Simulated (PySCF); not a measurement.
1,1,1,3,3,3-hexafluoropropan-2-yl 2-fluoroprop-2-enoate (C6H3F7O2), SMILES C=C(F)C(=O)OC(C(F)(F)F)C(F)(F)F.

Geometry optimised at PBE-D3(BJ)/def2-SVP. The values are those of a single conformer.

Method: M06-2X/def2-SVP (PySCF).

The molecule is in vacuum.

| Property | Result |
|---|---|
| total energy | -1078.59649 hartree |
| point group | Cs |
| highest occupied level | -9.76 eV |
| lowest empty level | -1.26 eV |
| orbital gap | 8.50 eV |
| dipole moment | 0.539 e·Å |
| quadrupole, principal values (traceless, Buckingham form, about the centre of nuclear charge) | -8.23, -5.81, 14.04 D·Å |
| mean static polarisability | 68.5 bohr³ (10.15 Å³) |
| polarisability, principal values | 48.7, 62.2, 94.6 bohr³ |
